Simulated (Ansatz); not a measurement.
Born–Oppenheimer molecular dynamics of CH7NOSi (11 atoms, charge 0, multiplicity 1). It starts from a relaxed structure.

Level of theory: Ansatz, RKS PBE0-D4/def2-SVP.

| Property | Result |
| --- | --- |
| ensemble | NVT, Langevin thermostat |
| time step | 0.5 fs |
| steps asked | 300 |
| set temperature | 2000 K |
| friction | 0.001 /fs |
| masses | H 10 u |
| seed | 118747 |

First frame:

```xyz
11
Properties=species:S:1:pos:R:3
Si -0.019 -0.113 -0.049
H -0.139 -0.229 1.439
C 1.742 0.001 -0.638
H 2.329 -0.863 -0.294
H 1.778 0.024 -1.739
H 2.221 0.922 -0.272
O -0.712 1.324 -0.562
H -1.643 1.439 -0.352
N -0.765 -1.547 -0.651
H -1.524 -1.997 -0.157
H -0.778 -1.772 -1.639
```

(1) How far do the bonds stretch over the last three quarters of this one trajectory? (Pairs bonded in most of those frames.)

Results:

(1) 
| bond | mean (Å) | spread (Å) | shortest | longest |
| --- | --- | --- | --- | --- |
| Si1–H2 | 1.528 | 0.070 | 1.39 | 1.63 |
| Si1–C3 | 1.909 | 0.121 | 1.67 | 2.23 |
| Si1–O7 | 1.694 | 0.034 | 1.63 | 1.77 |
| Si1–N9 | 1.737 | 0.037 | 1.67 | 1.81 |
| C3–H4 | 1.129 | 0.076 | 0.99 | 1.32 |
| C3–H5 | 1.112 | 0.054 | 0.98 | 1.21 |
| C3–H6 | 1.122 | 0.056 | 0.98 | 1.21 |
| O7–H8 | 0.975 | 0.022 | 0.93 | 1.02 |
| N9–H10 | 1.022 | 0.032 | 0.96 | 1.07 |
| N9–H11 | 1.022 | 0.030 | 0.96 | 1.09 |

Mean temperature of the second half: 1085 K. The mean temperature of the second half is 46 % below the set value. A run of 0.15 ps of so small a system gives no equilibrium averages.

Run time: 17 min on 1 thread of Arm Neoverse V1, with other jobs on the host, peak memory 0.18 GiB.
